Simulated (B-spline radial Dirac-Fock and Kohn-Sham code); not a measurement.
Relativistic shifts of the levels of Ho⁷⁺

System: the Ho⁷⁺ ion in the configuration 1s2 2s2 2p6 3s2 3p6 3d10 4s2 4p6 4d10 4f9 5s2 5p3.

Both columns are ΔSCF binding energies of the configuration average from a radial finite-basis atomic code: non-relativistic Hartree-Fock with a point nucleus, and Dirac-Fock with a finite nucleus and the Coulomb interaction alone, averaged over the two j levels with weights 2j+1.

```
shell  Hartree-Fock (eV)  Dirac-Fock (eV)  shift (eV)  shift (%)
   1s            52334.3          55986.2    +3651.89      +6.98
   2s             8600.9           9550.5     +949.60     +11.04
   2p             8188.7           8495.9     +307.21      +3.75
   3s             2034.2           2261.7     +227.49     +11.18
   3p             1847.8           1930.1      +82.35      +4.46
   3d             1504.4           1489.9      -14.43      -0.96
   4s              503.7            558.3      +54.66     +10.85
   4d              290.7            287.5       -3.27      -1.13
   4f              123.6            118.0       -5.65      -4.57
   5s              144.0            154.2      +10.26      +7.13
   5p              121.6            124.6       +2.93      +2.41
```

Relativity binds 1s, 2s, 2p, 3s, 3p, 4s, 5s, 5p more strongly, among those listed most of all 3s in relative terms, and 3d, 4d, 4f more weakly, because the contracted s and p shells screen the nucleus better.

Values without a named source are computed, but for edge energies of neutral atoms, which are taken from tables.
